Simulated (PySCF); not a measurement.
H₂O, SMILES O. Heavy atoms are numbered as in [OH2:1]. Hydrogens are named by the atom that carries them.

The structure is a stationary point at B3LYP-D3(BJ)/def2-TZVP.

These are PBE/pcSseg-1 in PySCF values and carry that method's errors.

GIAO shieldings, no solvent; atoms alike by connectivity are averaged. δ = σ(ref) − σ: ¹H against TMS (σ = 31.49 ppm), references at their B3LYP-D3(BJ)/def2-TZVP geometries, non-relativistic.

**Question.** Estimate the chemical shifts. (An estimate is asked for; the answer gives what the named calculation found.)

**Answer.** 
| nucleus | atoms | count | δ (ppm) |
|---|---|---|---|
| ¹H | H on O1 | 2 | 0.34 |
